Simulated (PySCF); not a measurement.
NMR data simulated for an unnamed compound:

1H NMR (400 MHz, computed): δ 0.09 (s, 18H), -0.18 (br s, 1H).

13C{1H} NMR (computed): δ 2.9 (CH3).

[PySCF: σ from GIAO-KT2/pcSseg-1; geometry from PBE0-D3(BJ)/def2-SVP; non-relativistic Hamiltonian; isolated molecule; one averaged value for each set of equivalent atoms; one conformer]

δ = σ(ref) − σ, references computed at the same level: 1H (σref 31.18) and 13C (σref 183.22) vs TMS.

Task: Which of these does the molecule contain: a ketone, an NH or NH2 group, a benzene ring, a Si–CH3 group, a three-membered ring?

Result: 
- A ketone: no.
- An NH or NH2 group: yes (δH -0.18 (br s)).
- A benzene ring: no.
- A Si–CH3 group: yes (δC 2.9; δH 0.09 (s)).
- A three-membered ring: no.

The data belong to hexamethyldisilazane (C[Si](C)(C)N[Si](C)(C)C, C$_{6}$H$_{19}$NSi$_{2}$); they needn't prove each group on their own.

Carbon signals by region: 1 below 50 ppm.

The OH or NH signal is concentration- and solvent-dependent in practice; the value given is the gas-phase one. Shifts are as computed. Against solution values, carbons near 30 ppm lie about +2 ppm off and those near 130 ppm about -5 ppm. Of 1211 compounds with measured shifts, 218 miss one by over three times the rms of a fit or turn the order of signals round; such compounds aren't used in these exercises.
